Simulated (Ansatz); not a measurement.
Calculated with Ansatz (gas phase, PBE0-D4/def2-TZVP geometries, no zero-point term in ΔE). CCSD(T)/CBS is the MP2 limit (def2-TZVPP, def2-QZVPP) plus CCSD(T) − MP2 in def2-TZVPP, frozen cores. This one scheme is used for every species. Each species was taken in one conformer, which may not be the lowest.

`OBN[SiH3]` + `CCC` → `CC(C)BO` + `N[SiH3]`  (formal exchange of groups at a B–N bond)

```
    species  CCSD(T)/CBS(def2) energy (Eh)
`OBN[SiH3]`                     -447.47166
      `CCC`                     -118.98051
  `CC(C)BO`                     -219.60044
  `N[SiH3]`                     -346.80422
```

Question: Work out ΔE.

Answer: ΔE = (-219.60044) + (-346.80422) − (-447.47166) − (-118.98051) = 0.04751 Eh = +1.29 eV.

Largest T1 diagnostic among the species: 0.012.

At CCSD(T), def2-SVP lies +0.12 eV from the extrapolated value and def2-TZVPP +0.00 eV. In def2-TZVPP, CCSD(T) changes the Hartree–Fock value by −0.13 eV (the triples alone add −0.01 eV) and MP2 by −0.12 eV.
